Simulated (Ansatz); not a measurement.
All values below come from frozen-core CCSD(T)/def2-TZVPP // B3LYP-D3(BJ)/def2-TZVP in Ansatz (an electronic-structure program). The geometry is that of the parent before the electron was removed.

Ansatz 0.2 input:
```yaml
crystal:
  periodic: [false, false, false]
  atoms:
    - { symbol: O, position_ang: [-1.486586, -0.761064, 0.043844] }
    - { symbol: Al, position_ang: [0.023395, -0.014933, -0.004003] }
    - { symbol: O, position_ang: [0.078734, 1.656452, 0.20133] }
    - { symbol: I, position_ang: [2.093403, -1.331538, -0.364456] }
    - { symbol: H, position_ang: [-1.604451, -1.705843, -0.062601] }
    - { symbol: H, position_ang: [0.895506, 2.156927, 0.185885] }
basis:
  gaussian: { orbitals: def2-TZVPP }
correlation:
  method: ccsd_t
total_charge: 1
magnetization:
  spin_polarized: true
  initial_magnetization: 1
```

Output:

```
Functional definition: HF
1300 factors; integrals over basis functions are off by at most 6.8e-4 eV
mean field evaluation 1: about -18747.9362 eV, gradient 5.6e1 eV
mean field evaluation 2: about -18747.9416 eV, gradient 5.6e1 eV
mean field evaluation 4: about -18759.2277 eV, gradient 3.6e0 eV
mean field evaluation 8: about -18759.3524 eV, gradient 2.0e-1 eV
mean field evaluation 16: about -18759.3965 eV, gradient 4.2e-2 eV
mean field evaluation 32: about -18759.2949 eV, gradient 1.6e-1 eV
mean field evaluation 64: about -18759.3949 eV, gradient 5.0e-2 eV
mean field evaluation 96: about -18757.7532 eV, gradient 6.4e-1 eV
mean field evaluation 128: about -18759.2952 eV, gradient 9.3e-2 eV
mean field evaluation 160: about -18757.6022 eV, gradient 1.6e0 eV
mean field evaluation 192: about -18756.0924 eV, gradient 6.7e0 eV
mean field evaluation 224: about -18754.9199 eV, gradient 2.2e1 eV
mean field evaluation 256: about -18751.5782 eV, gradient 4.7e1 eV
mean field evaluation 288: about -18757.7579 eV, gradient 3.9e-2 eV
mean field evaluation 320: about -18748.9704 eV, gradient 3.4e-1 eV
mean field evaluation 352: about -18751.1269 eV, gradient 6.7e-2 eV
mean field evaluation 384: about -18752.4380 eV, gradient 6.0e-1 eV
mean field evaluation 416: about -18752.4770 eV, gradient 5.2e-1 eV
mean field evaluation 448: about -18751.8683 eV, gradient 3.1e0 eV
mean field evaluation 480: about -18751.9637 eV, gradient 7.4e0 eV
mean field evaluation 512: about -18749.3238 eV, gradient 2.4e1 eV
mean field evaluation 544: about -18757.2430 eV, gradient 1.6e0 eV
mean field evaluation 576: about -18757.7578 eV, gradient 1.3e-2 eV
mean field evaluation 608: about -18759.2954 eV, gradient 1.7e-6 eV
mean field -18759.39882958 eV, -689.3951914100 hartree, gradient 2.8e-6 eV, S^2 0.760298; 11 other end points of the search recorded, 0 dependent functions left out
determinant -18759.39882958 eV, -689.3951914100 hartree, with singles and doubles -18786.64232421 eV, -690.3963713714 hartree
determinant -18759.29544363 eV, -689.3913920464 hartree, with singles and doubles -18786.53595702 eV, -690.3924624489 hartree
determinant -18758.13372571 eV, -689.3486997002 hartree, with singles and doubles -18784.63940701 eV, -690.3227655217 hartree
determinant -18757.75774913 eV, -689.3348828155 hartree, with singles and doubles -18785.24757175 eV, -690.3451151635 hartree
determinant -18757.30026408 eV, -689.3180705502 hartree, with singles and doubles -18784.59479247 eV, -690.3211259677 hartree
determinant -18759.39882958 eV, -689.3951914100 hartree, with singles and doubles -18786.58859276 eV, -690.3943967770 hartree
determinant -18759.29544363 eV, -689.3913920464 hartree, with singles and doubles -18786.47976253 eV, -690.3903973397 hartree
11 core orbitals not correlated
reference -18759.39882958 eV, -689.3951914100 hartree; 17, 16 occupied and 154, 155 virtual orbitals, 1300 factors
second order -27.70595002 eV of doubles, -0.00000000 eV of singles
cycle   1  -27.18976665 eV  change   -3.5e-6 eV  update   1.9e-6
perturbative correction -0.77356314 eV, -0.0284279211 hartree
Total energy: -18787.36215938 eV, -690.4228248256 hartree
```

Cost: about 21 core-minutes (a rough figure).
